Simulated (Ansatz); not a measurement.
Question: Name a neutral molecule of B, Br, C and H with HOMO energy (ωB97M-V/def2-TZVPP) between -10.40 and -10.10 eV and size of the dipole moment (ωB97M-V/def2-TZVPP) between 2.10 and 2.40 D (Ansatz, PBE0-D4/def2-TZVP geometry).

Answer: `BCCBr` (-10.15 eV, 2.25 D). Other molecules can fit too; these were computed, each in one conformer that needn't be the lowest.
